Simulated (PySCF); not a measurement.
Stepwise substitution at one centre (Si C2H5-H). All species are isolated molecules in the gas phase. One relaxed conformer stands for each flexible species; it need not be the lowest. Strings in code marks are SMILES.

The S1 excitation (TDA) from two functionals at the same geometries (B3LYP-D3(BJ)/def2-SVP), both in PySCF: PBE-D3(BJ)/def2-TZVP and B3LYP-D3(BJ)/def2-TZVP. B3LYP has the VWN-RPA correlation part, as in Gaussian. Excitations are Tamm–Dancoff values on a coarser integration grid. The basis has no diffuse functions, so Rydberg states are missing or too high.

```
species                                                                                  PBE-D3(BJ)/def2-TZVP (eV)  B3LYP-D3(BJ)/def2-TZVP (eV)
---------------------------------------------------------------------------------------  -------------------------  ---------------------------
0 of 4 C2H5 replaced by H (`C([Si](CC)(CC)CC)C`)                                                              6.55                         7.22
1 of 4 C2H5 replaced by H (`C(C)[SiH](CC)CC`)                                                                 6.96                         7.52
2 of 4 C2H5 replaced by H (`CC[SiH2]CC` (C–C–Si–C torsion 180°, C–Si–C–C torsion 180°))                       7.00                         7.58
3 of 4 C2H5 replaced by H                                                                                     7.35                         7.80
```

Over these rows, drawn at random from the members with no instability flagged (it was tested for open shells, ions and some series alone), PBE minus B3LYP-D3(BJ): mean -0.56 eV, from -0.67 eV to -0.45 eV.
